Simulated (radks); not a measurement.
Exchange energies: the exact (Fock) value of the Kohn-Sham orbitals and density-functional approximations, in hartree. Species: F7+ [He]; Mo [Kr] 4d5 5s1. Method: non-relativistic Kohn-Sham, exchange-only PBE, spin-polarised, spherical densities, point nucleus; computed with a radial shooting solver on a logarithmic mesh with Libxc functionals. Every spin shell is full or empty, so the densities are truly spherical. Functionals are evaluated on that one density, not self-consistently.

functional       F7+        Mo
exact       -5.38928  -119.742
LDA          -4.6274   -113.55
B88          -5.3525   -119.84
PBE          -5.2876   -119.28
RPBE         -5.3787   -119.55
PW91         -5.3038   -119.79
PW86         -5.3830   -119.69
SOGGA        -5.0443   -116.89
EV93         -5.6027   -119.58
MS2          -5.3968   -119.17
Tao-Mo       -5.3969   -118.89
MVS          -5.3955   -119.83
